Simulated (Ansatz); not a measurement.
Cartesian coordinates in Å:
```
C 1.7998 -0.8944 -2.1988
C 0.8285 0.2145 -1.7837
C -0.1440 0.4802 -2.9365
C 1.6120 1.4843 -1.4821
C 0.0340 -0.2750 -0.6024
C -0.0335 0.2747 0.6026
C -0.8284 -0.2146 1.7838
C 0.1437 -0.4805 2.9369
C -1.6122 -1.4842 1.4820
C -1.7994 0.8947 2.1985
H 2.5167 -1.1028 -1.4009
H 2.3571 -0.6041 -3.0943
H 1.2647 -1.8216 -2.4216
H -0.7235 -0.4158 -3.1753
H -0.8461 1.2764 -2.6779
H 0.3985 0.7799 -3.8379
H 2.1702 1.7996 -2.3674
H 0.9485 2.3043 -1.1958
H 2.3297 1.3280 -0.6728
H -0.5338 -1.1830 -0.8012
H 0.5341 1.1827 0.8014
H -0.3992 -0.7800 3.8381
H 0.8456 -1.2771 2.6785
H 0.7235 0.4153 3.1757
H -2.1708 -1.7992 2.3671
H -0.9490 -2.3044 1.1959
H -2.3296 -1.3276 0.6725
H -1.2640 1.8217 2.4214
H -2.3570 0.6047 3.0939
H -2.5161 1.1032 1.4004
```

Charge 0, multiplicity 1.

List the PBE/def2-TZVPP orbital energies in eV (Ansatz 0.2.0). (Estimate.)

Ansatz gave: Occupied: -269.27, -269.27, -268.58, -268.56, -268.50, -268.50, -268.50, -268.50, -268.45, -268.45, -20.79, -20.26, -17.90, -16.89, -16.80, -16.79, -16.78, -14.92, -13.16, -12.54, -11.56, -11.35, -10.73, -10.62, -10.58, -10.37, -9.41, -9.34, -9.33, -9.07, -8.83, -8.65, -8.64, -8.33, -8.00, -7.89, -7.87, -7.57, -7.30, -5.86. Lowest empty: -0.33, 0.22, 0.70, 1.08, 1.64, 1.67, 1.72, 1.78.
